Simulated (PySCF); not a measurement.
**How methods differ on the excitation energy of Nb**

Nb [Kr] 4d4 5s1 (6D) → Nb [Kr] 4d3 5s2 (4F), as a difference of total energies. Calculation: PySCF 2.14, in aug-cc-pVTZ-PP with ECP28MDF; scalar relativity through the core potential. Correlated levels: valence: 4s2 4p6 frozen. The calculations carry no spin-orbit coupling.

```
           method  excitation energy (eV)  error (eV)
              UHF                   0.723      +0.539
    MP2 (valence)                   0.328      +0.144
SCS-MP2 (valence)                  -0.338      -0.522
   CCSD (valence)                   0.210      +0.026
CCSD(T) (valence)                   0.138      -0.046
```

Reference: 0.184 eV (measured; NIST levels, between the centres of gravity of the two terms).

Errors of the correlated levels include the incompleteness of this basis and the frozen core.

The coupled-cluster amplitudes are large for the upper state (T1 above 0.03 or a double amplitude above 0.15), so a single reference is strained.
